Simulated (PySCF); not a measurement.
H6S, SMILES [H][S@OH27]([H])([H])([H])([H])[H]. Geometry optimised at ωB97X-D3(BJ)/def2-TZVP.

TDDFT-B3LYP/def2-TZVPD (PySCF) puts the lowest singlet excitations at 4.34, 4.34, 6.28, 6.28, 6.28, 6.33 eV.

### Question
What are the lowest excitation roots from ADC(2)/aug-cc-pVDZ in PySCF? (Estimate from the structure and the level; the computed values follow.)

### Answer
4.43, 4.43, 6.52, 6.52, 6.52, 6.61 eV. S1 differs by 0.09 eV (second minus first; roots are paired by order, and the bases may differ).
